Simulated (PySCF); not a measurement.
C2H10GeOSi2: core ionisation energies

Compound: C2H10GeOSi2.
Bonds: Ge1–O2, O2–C3, C3–Si4, Si4–C5, C5–Si6, C3–Si6. Hydrogens: H7, H8, H9 on Ge1; H10 on C3; H11, H12 on Si4; H13, H14 on C5; H15, H16 on Si6.

The calculation used PySCF, delta-SCF UKS SCAN, pcX-2 on the ionised atom, pcseg-1 elsewhere, spin-free X2C. Vertical ΔSCF values, vacuum level as zero.

Task: Give the core binding energies atom by atom.

Result: 
```csv
atom(s),bonded to,level,binding energy (eV),2p1/2 (eV),above the level's lowest (eV),count
Si4/Si6,2 C and 2 H,Si 1s,1846.09,–,0.00,2
O2,C and Ge,O 1s,537.34,–,0.00,1
C3,"O, H and 2 Si",C 1s,290.86,–,+1.20,1
C5,2 H and 2 Si,C 1s,289.66,–,0.00,1
Si4/Si6,2 C and 2 H,Si 2p3/2,106.32,106.94,0.00,2
```

Lowest listed C 1s: C5, bonded to 2 H and 2 Si. Highest, 1.20 eV above it: C3, bonded to O, H and 2 Si. Summing the Pauling electronegativity differences to the bonded atoms, each weighted by its formal bond order, gives -2.00 for the lowest site and -0.76 for the highest.

Task: Which photon energy gives electrons from C 1s of C3 a kinetic energy of 50 eV, and what is their de Broglie wavelength?

Result: hν = 290.86 + 50 = 340.86 eV, recoil neglected; λ = 12.264 Å/√(E/eV) = 1.73 Å.

Topologically equivalent atoms share the value of their first member; where this conformer doesn't relate them by symmetry, their own values could differ. Spin–orbit coupling isn't in the SCF: each 2p doublet comes from a relaxed spin-free hole plus a matrix of the shell (mean-field spin–orbit coupling and the ground-state 2p splitting), with 2p3/2 averaged over its two sublevels. 2p1/2 minus 2p3/2 (ligand field included): Si 0.62 eV. No level of germanium is listed. Isolated species at its PBE0-D3(BJ)/def2-SVP geometry (one conformer only).

Conformer computed: `[GeH3:1][O:2][CH:3]1[SiH2:4][CH2:5][SiH2:6]1`: Ge1–O2–C3–Si4 64°.
